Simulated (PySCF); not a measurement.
# Titanium: a sound run and one with changed settings

Sound run: Ti+ [Ar] 3d2 4s1, Ti(2+) [Ar] 3d2. Computed with PySCF 2.14 in jorge-DZP-DKH, with scalar relativity by spin-free X2C-1e. The sound run starts from symmetry-adapted Hartree-Fock orbitals and uses a fine grid where one is needed.

Changed run: 26 angular points. This setting is unsound on purpose.

| species | method | sound run (hartree) | changed run (hartree) | converged |
| --- | --- | --- | --- | --- |
| Ti+ | UHF | -852.51355 | -852.51355 | yes |
| Ti+ | LDA | -851.33878 | -851.35982 | yes |
| Ti+ | TPSS | -853.46882 | -853.49372 | yes |
| Ti(2+) | UHF | -852.03891 | -852.03891 | yes |
| Ti(2+) | LDA | -850.81896 | -850.84226 | yes |
| Ti(2+) | TPSS | -852.96749 | -852.99449 | yes |

Ionisation energy of Ti+:

```
method  sound run (eV)  changed run (eV)
   UHF          12.916            12.916
   LDA          14.145            14.083
  TPSS          13.642            13.585
```

A coarse angular grid integrates products of high-l functions wrongly, so density functionals can shift, and the SCF can exploit the error; Hartree-Fock and MP2 need no grid.

For comparison, NIST gives 13.575 eV between the lowest levels.
